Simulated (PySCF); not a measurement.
Compound: (NaF)2 ring, Na₂F₂.
Geometry (PBE0-D3(BJ)/def2-SVP, Å), atoms numbered from 1 in this order:
```xyz
4
Na2F2 angstrom
Na    -0.0319   -1.3092    0.5137
F     -1.1048    0.3781    0.8937
Na     0.0307    1.3088   -0.5150
F      1.1061   -0.3777   -0.8924
```

The closed-shell ground state was solved at several levels (PySCF, density fitting, gas phase, non-relativistic). The dipole stays under 0.02 D at every level.

```json
{"level": "PBE0/pcSseg-1", "basis functions": "66", "total energy (Eh)": "-524.0169", "HOMO (eV)": "-7.10", "LUMO (eV)": "-0.50", "gap (eV)": "6.60"}
{"level": "KT2/pcSseg-1", "basis functions": "66", "total energy (Eh)": "-530.3870", "HOMO (eV)": "-5.32", "LUMO (eV)": "-0.94", "gap (eV)": "4.38"}
```

(1) Estimate the row for PBE0/def2-SVPD, a basis of 82 functions; the other rows only guide the guess.

(2) Over all these levels, which gives the widest orbital gap and which the narrowest?

Answers

(1) Total energy -523.7960 Eh, HOMO -7.66 eV, LUMO -0.54 eV, gap 7.12 eV.

(2) PBE0/def2-SVPD (global hybrid, 25 % exact exchange) has the widest, 7.12 eV, and KT2/pcSseg-1 (GGA) the narrowest, 4.38 eV. Functional and basis both differ between the two, so the spread mixes both effects.
